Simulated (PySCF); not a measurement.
C2H6BFO2, SMILES COB(O)CF.

The structure is a stationary point at PBE-D3(BJ)/def2-SVP. The structure was generated by enumeration, and PubChem lists no compound with its InChIKey, so it may never have been made. One conformer was computed; it need not be the lowest.

These are TDA-LC-ωPBE/def2-SVPD in PySCF values and carry that method's errors.

Vertical excitations. 

| state | energy (eV) | λ (nm) | f | main pairs |
|---|---|---|---|---|
| S1 | 8.60 | 144 | 0.018 | HOMO→LUMO 80 % |
| S2 | 8.70 | 143 | 0.014 | HOMO−1→LUMO 59 %, HOMO−1→LUMO+1 9 % |
| S3 | 8.88 | 140 | 0.012 | HOMO−1→LUMO+3 80 % |
| S4 | 9.28 | 134 | 0.022 | HOMO−1→LUMO 20 %, HOMO−2→LUMO 20 %, HOMO−1→LUMO+1 13 %, HOMO→LUMO+3 10 % |
| S5 | 9.41 | 132 | 0.002 | HOMO−3→LUMO 37 %, HOMO−3→LUMO+1 17 %, HOMO−3→LUMO+4 15 % |
| S6 | 9.50 | 130 | 0.233 | HOMO→LUMO+3 68 %, HOMO−2→LUMO 11 % |
| S7 | 9.53 | 130 | 0.010 | HOMO→LUMO+2 28 %, HOMO→LUMO+1 19 %, HOMO−4→LUMO 14 %, HOMO−3→LUMO 13 % |
| S8 | 9.70 | 128 | 0.000 | HOMO−2→LUMO+3 62 %, HOMO→LUMO+1 13 % |
| S9 | 9.78 | 127 | 0.050 | HOMO−2→LUMO 33 %, HOMO−1→LUMO+2 26 %, HOMO−2→LUMO+1 9 % |
| S10 | 9.80 | 127 | 0.021 | HOMO→LUMO+2 30 %, HOMO→LUMO+1 27 %, HOMO−2→LUMO+3 14 %, HOMO→LUMO+4 12 % |
| T1 | 7.96 | 156 | 0 | HOMO→LUMO+3 80 % |
| T2 | 8.06 | 154 | 0 | HOMO−1→LUMO+3 73 %, HOMO−1→LUMO+5 12 % |
| T3 | 8.25 | 150 | 0 | HOMO−1→LUMO 32 %, HOMO−1→LUMO+1 13 %, HOMO−1→LUMO+4 12 %, HOMO−1→LUMO+2 6 % |
| T4 | 8.39 | 148 | 0 | HOMO→LUMO 72 % |
Triplets are in the Tamm–Dancoff approximation.
